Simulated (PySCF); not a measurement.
## Ionisation energy of Cr⁹⁺ by level of theory

Cr⁹⁺ [Ne] 3s2 3p3 (4S) → Cr¹⁰⁺ [Ne] 3s2 3p2 (3P), as a difference of total energies. Calculation: PySCF 2.14, in an even-tempered Gaussian basis (19 s from 0.49 bohr⁻², ratio 2.5; 12 p from 0.64 bohr⁻², ratio 2.5; 5 d from 3.8 bohr⁻², ratio 2.7; 4 f from 5.7 bohr⁻², ratio 2.7); the spin-free X2C one-electron Hamiltonian (Gaussian nucleus). Correlated levels: outer shells: 1s2 frozen; virtual orbitals above 40 to 60 times the deepest correlated orbital energy dropped. The calculations carry no spin-orbit coupling.

```json
{"method": "UHF", "ionisation energy (eV)": "242.06"}
{"method": "LDA", "ionisation energy (eV)": "242.86"}
{"method": "PBE", "ionisation energy (eV)": "242.79"}
{"method": "PBE0", "ionisation energy (eV)": "242.91"}
{"method": "r2SCAN", "ionisation energy (eV)": "243.27"}
{"method": "revPBE", "ionisation energy (eV)": "242.77"}
{"method": "M06-2X", "ionisation energy (eV)": "242.78"}
{"method": "MP2 (outer shells)", "ionisation energy (eV)": "242.65"}
{"method": "SCS-MP2 (outer shells)", "ionisation energy (eV)": "242.43"}
```

**Question.** How much does correlation contribute at MP2 (outer shells)?

**Answer.** 242.65 − (242.06) = 0.59 eV, measured against UHF.

A first-order spin-orbit estimate (lowest level to lowest level, LS coupling) adds -0.922 eV.

For comparison: 244.5 ± 0.5 eV (semi-empirical (NIST evaluation); NIST Atomic Spectra Database, ionization energies).
